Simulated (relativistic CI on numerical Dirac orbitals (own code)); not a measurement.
Er²⁺: 3d photoemission

Computed with this model: Dirac-Coulomb-Breit CI, KLI orbitals optimised for each configuration, QED by a radiative potential, valence Slater integrals scaled by 0.8, multiplet model of photoemission in the sudden approximation; configurations [Xe] 4f12 → [Ar] 3d9 4s2 4p6 4d10 4f12 5s2 5p6; 300 K; Lorentzian 0.9 eV and Gaussian 0.7 eV FWHM. Energies are those of the free ion, without screening or charge transfer. The energies are binding energies and can lie tens of eV above those of solids. S is read from ⟨S²⟩ = S(S + 1).

free ion: ground-state S = 0.99, centroid 1442.06 eV. Peaks (eV, height): 1423.3 (100), 1425.4 (53), 1428.3 (33), 1430.0 (18), 1466.7 (82), 1467.7 (78).

Strongest unbroadened transitions for free ion:

```
Energy (eV)  Relative strength
    1423.00               27.1
    1423.10              100.0
    1423.58               25.8
    1423.98               68.0
    1425.26               15.0
    1425.47               15.9
    1425.66               15.5
    1426.31               26.9
    1426.96               12.9
    1427.08               11.1
    1428.06               15.1
    1428.55               17.6
    1466.36               39.1
    1466.53               47.3
    1466.95               29.7
    1467.39               27.4
    1467.92               82.5
    1468.89               20.2
```
